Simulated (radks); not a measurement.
Values are calculated unless marked as measured or tabulated.
Kr IV, configuration [Ar] 3d10 4s2 4p3.

Level of theory: Dirac Kohn-Sham, PBE, spin-unpolarised, spherical densities, finite nucleus; open shells fill j = l - 1/2 first; Fermi nuclear charge, rms radius 4.1884 fm (a radial shooting solver on a logarithmic mesh with Libxc functionals).

Energy parts (hartree):
part                       energy
total                 -2787.67495
kinetic                2862.90628
electron-nucleus      -6688.00688
Hartree                1132.79271
exchange-correlation    -95.36706

Orbitals (lengths in bohr, moments of r in powers of bohr; r(max) is where P^2 peaks):
orbital  occ.  eigenvalue (hartree)   r(max)       <r^4>      <r>     <r^2>
1s1/2       2             -521.6336  0.02708  0.00001386  0.04149  0.002318
2s1/2       2             -69.97727   0.1543    0.002721   0.1832   0.03965
2p1/2       2             -63.38412   0.1211    0.001862   0.1573   0.03039
2p3/2       4             -61.40549   0.1244    0.002023   0.1613   0.03182
3s1/2       2             -11.17487   0.4670      0.1648   0.5298    0.3228
3p1/2       2              -8.84562   0.4573      0.1859   0.5329    0.3324
3p3/2       4              -8.55420   0.4661      0.2005   0.5433    0.3454
3d3/2       4              -4.49432   0.4094      0.2940   0.5513    0.3738
3d5/2       6              -4.44621   0.4121      0.3019   0.5551    0.3789
4s1/2       2              -2.16759    1.301       8.930    1.466     2.431
4p1/2       2              -1.61060    1.435       14.88    1.647     3.090
4p3/2       1              -1.57786    1.459       15.83    1.673     3.190

The highest occupied level is 4p3/2 at -42.936 eV. The electron density at the nucleus is 4.943e+04 e/bohr^3. For comparison, the ionisation energy in NIST's Atomic Spectra Database is 50.9 eV (measured). In exact Kohn-Sham theory the highest level is minus the ionisation energy, but local and semilocal functionals leave it too shallow, through self-interaction and a potential that decays too fast; potentials with the right tail come closer.

Beside tabulated values, note that spin-unpolarised runs miss the spin-polarisation part of the exchange energy of open shells.
